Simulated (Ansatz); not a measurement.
Geometry optimisation, RKS B3LYP-D4/def2-SVP (Ansatz).

Input file:

```yaml
crystal:
  periodic: [false, false, false]
  atoms:
    - { symbol: Si, position_ang: [0.0, 0.0, 0.0] }
    - { symbol: F, position_ang: [0.0, 0.0, 1.59] }
    - { symbol: Si, position_ang: [2.0935, 0.0, -0.7393] }
    - { symbol: H, position_ang: [2.5508, -1.3762, -0.9079] }
    - { symbol: H, position_ang: [2.1573, 0.6939, -2.0222] }
    - { symbol: H, position_ang: [2.951, 0.6823, 0.2255] }
    - { symbol: H, position_ang: [-0.6877, 1.1914, -0.4862] }
    - { symbol: Cl, position_ang: [-1.0032, -1.7381, -0.7093] }
basis:
  gaussian: { orbitals: def2-SVP }
hamiltonian:
  xc: b3lyp
  dispersion: d4
relax:
  f_tol: 0.02
  max_steps: 40
```

Launched with:

```bash
$ ansatz run input.yaml --threads 1 --pin off --max-ram 2048MiB --backend cpu --events-out ev --progress --plain --runs-dir out
```

Where does it end, and by what steps?

The run converged. The force dipped under the threshold on the way, but the program's further checks kept it going. After 10 steps the energy has fallen by 0.248 eV; H5 moved furthest, 0.42 Å.

```csv
step,energy less start (eV),largest force component (eV/Å),accepted
0,0.0000,1.346,yes
1,-0.1846,0.743,yes
2,-0.2213,0.137,yes
3,-0.2245,0.044,yes
4,-0.2372,0.046,yes
5,-0.2366,0.297,no
6,-0.2397,0.115,yes
7,-0.2452,0.157,yes
8,-0.2467,0.090,yes
9,-0.2477,0.006,yes
10,-0.2480,0.010,yes
```

```xyz
8
Properties=species:S:1:pos:R:3
Si -0.048 0.017 0.017
F -0.064 -0.348 1.603
Si 2.166 -0.006 -0.754
H 2.731 -1.368 -0.539
H 2.165 0.315 -2.210
H 2.985 1.004 -0.022
H -0.780 1.301 -0.148
Cl -1.094 -1.462 -0.995
```

Whether the end is a true minimum wasn't checked by a vibrational analysis.

Run time: 33 s on 1 thread of Arm Neoverse V2 (shared host), peak memory 0.17 GiB.
